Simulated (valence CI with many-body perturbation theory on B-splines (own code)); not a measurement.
**Sensitivity of CI+MBPT for Kr¹⁴⁺**

Computed by relativistic CI+MBPT: four valence electrons over a frozen Dirac-Fock core [Ar], a basis of 6 s, 6 p, 5 d, 5 f, 1 g functions for each j, with the one-electron correlation potential Σ1, the two-electron term Σ2, the three-electron term Σ3, Breit, model QED; selected CI, second order for the rest, scaled by the run's own slope (own B-spline code, finite nucleus).

No measured spectrum was set against this ion. As an estimate, terms of the open shell hold to 2 to 4 % of their energy, and close levels can change places. Only levels of the ground parity were solved; by the run's estimate the other parity begins above the list, which can be wrong where configurations are misplaced.

The reference run has the lowest level 3d⁴ ⁵D_0 and an ionisation energy of 491.156 eV. Its largest variational space holds 7936 state functions.

Names give the largest LS component (configuration and term), which can be under half, so a name can repeat, a term be missing and a line seem to break the LS rules; names also repeat where a configuration has a term twice.

Changed runs:
A. Breit term on → off; highest l with Σ1, explicit Σ2 and valence Breit (higher l get mean screening factors) 3 → 1
B. hole-hole ladder in Σ2 on → off; natural orbitals for correlation on → off
C. box radius (bohr) 7.6405 → 5.73; shift of the energy in Σ1 (hartree) 0 → -2.7
D. scale of Σ2 1 → -1 (bad on purpose)

Excitation energies of the reference run in cm⁻¹, and shifts in cm⁻¹:

```csv
Level,Reference,A,B,C,D
3d⁴ ⁵D_1,2409,+29,-229,+28,-275
3d⁴ ⁵D_2,5959,+169,-388,+60,-550
3d⁴ ⁵D_3,9996,+436,-422,+87,-765
3d⁴ ⁵D_4,14220,+794,-333,+110,-944
3d⁴ ³P_0,50348,+1450,+8336,-45,+2982
3d⁴ ³H_4,55523,-213,-166,-14,+1744
3d⁴ ³P_1,61048,+1645,+7953,+29,+2533
3d⁴ ³H_5,61056,-50,-1044,+42,+1141
3d⁴ ³F_3,63960,+371,+3165,+10,+3128
3d⁴ ³H_6,64524,+320,-1374,+66,+707
3d⁴ ³F_2,65520,+817,+4998,+25,+2651
3d⁴ ³F_4,68130,+616,+2735,+68,+2161
Ionisation energy (eV),491.156,-2.253,-0.549,-0.689,-11.815
```
